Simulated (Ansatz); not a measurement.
Relaxation of C2H8AlN (12 atoms, charge 0, multiplicity 1), to a largest force component of 0.02 eV/Å in at most 50 steps.

All numbers below come from UKS BLYP/def2-SVP (Ansatz).

```xyz
12
Properties=species:S:1:pos:R:3:forces:R:3
C -0.267 1.266 -0.377 -3.35 3.88 -0.48
N -0.451 0.053 0.359 0.67 -0.84 -0.44
C 0.727 -0.180 1.146 3.47 -0.64 1.66
Al -0.662 -1.409 -0.863 -0.20 -1.56 0.63
H -1.240 1.499 -0.988 1.05 -0.22 0.31
H -0.185 2.178 0.312 0.22 -0.90 -0.49
H 0.579 1.282 -1.081 0.25 -0.55 0.15
H -0.975 -0.137 1.236 -1.44 1.01 -0.47
H 0.910 0.665 1.927 -0.52 -1.23 -0.79
H 1.667 -0.262 0.541 -0.38 0.24 0.03
H -0.785 -1.156 -2.413 0.29 0.37 -0.10
H -0.900 -2.891 -0.273 -0.07 0.44 0.01
```

Problem. Where does it end, and by what steps?

Solution. The forces met the threshold. After 13 steps the energy has fallen by 3.327 eV; H9 moved furthest, 1.19 Å. Joined: C3–Al4 (2.73 → 1.98 Å).

```tsv
step	energy less start (eV)	largest force component (eV/Å)	accepted
0	0.0000	3.883	yes
1	-0.9835	1.722	yes
2	-1.6413	1.052	yes
3	-2.2483	0.992	yes
4	-2.7981	0.972	yes
5	-3.1077	0.558	yes
6	-3.2609	0.256	yes
7	-3.3085	0.344	yes
8	-3.3112	0.153	yes
9	-3.3083	0.324	no
10	-3.3256	0.087	yes
11	-3.3264	0.035	yes
12	-3.3266	0.027	yes
13	-3.3266	0.013	yes
```

```xyz
12
Properties=species:S:1:pos:R:3
C -0.464 1.546 -0.383
N -0.538 0.217 0.257
C 0.781 -0.443 0.703
Al -0.202 -1.655 -0.522
H -1.474 1.862 -0.714
H -0.046 2.317 0.302
H 0.184 1.485 -1.278
H -1.208 0.233 1.037
H 0.846 -0.517 1.804
H 1.637 0.136 0.309
H 0.150 -1.576 -2.077
H -1.248 -2.698 0.087
```

Whether the end is a true minimum wasn't checked by a vibrational analysis.

Time of the run: 31 s on 2 threads of Intel(R) Xeon(R) Platinum 8488C (Sapphire Rapids) (shared host), peak memory 0.19 GiB.
